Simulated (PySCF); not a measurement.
Compound: C4H8F2O2.
SMILES: `CO[C@@H](F)[C@@H](F)OC`

Torsions of this conformer, `[CH3:1][O:2][C@@H:3]([F:4])[C@@H:5]([F:6])[O:7][CH3:8]`: C1–O2–C3–F4 72°, O2–C3–C5–F6 59°, C3–C5–O7–C8 170°.

The closed-shell ground state was solved at several levels (PySCF, density fitting, gas phase, non-relativistic). The structure is a single PBE0-D3(BJ)/def2-SVP conformer in the gas phase; no vibrational or solvent corrections. The dipole stays under 0.02 D at every level.

```json
{"level": "PBE0/pcSseg-1", "basis functions": "176", "HOMO (eV)": "-8.48", "LUMO (eV)": "1.66", "gap (eV)": "10.14"}
{"level": "B3LYP/pcJ-1", "basis functions": "296", "HOMO (eV)": "-8.21", "LUMO (eV)": "1.33", "gap (eV)": "9.54"}
{"level": "B97-2/pcSseg-1", "basis functions": "176", "HOMO (eV)": "-8.21", "LUMO (eV)": "1.67", "gap (eV)": "9.88"}
```

(1) What might CAM-B3LYP/def2-SVPD (236 basis functions) give for the same quantities?

(2) Over all these levels, which gives the widest orbital gap and which the narrowest?

Results:

(1) HOMO -10.09 eV, LUMO 1.41 eV, gap 11.50 eV.

(2) CAM-B3LYP/def2-SVPD (range-separated hybrid) has the widest, 11.50 eV, and B3LYP/pcJ-1 (global hybrid, 20 % exact exchange) the narrowest, 9.54 eV. Functional and basis both differ between the two, so the spread mixes both effects.
